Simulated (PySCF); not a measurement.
# How methods differ on the ionisation energy of Ar²⁺

Ar²⁺ [Ne] 3s2 3p4 (3P) → Ar³⁺ [Ne] 3s2 3p3 (4S), as a difference of total energies. Calculation: PySCF 2.14, in aug-cc-pCVTZ-DK with one added diffuse shell each of s, p, d, f type (9s8p6d4f, 91 functions); scalar relativity by spin-free X2C-1e. Correlated levels: nothing frozen. The calculations carry no spin-orbit coupling.

```tsv
method	ionisation energy (eV)	plus first-order spin-orbit estimate	difference from reference of that sum (eV)
UHF	39.388	39.451	-1.284
MP2 (all electrons)	40.259	40.322	-0.413
SCS-MP2 (all electrons)	40.337	40.400	-0.335
CCSD (all electrons)	40.371	40.433	-0.302
CCSD(T) (all electrons)	40.399	40.462	-0.273
```

Reference: 40.735 ± 0.012 eV (semi-empirical (NIST evaluation); NIST Atomic Spectra Database, ionization energies).

A first-order spin-orbit estimate (lowest level to lowest level, LS coupling) adds 0.063 eV.

Errors of the correlated levels include the incompleteness of this basis.
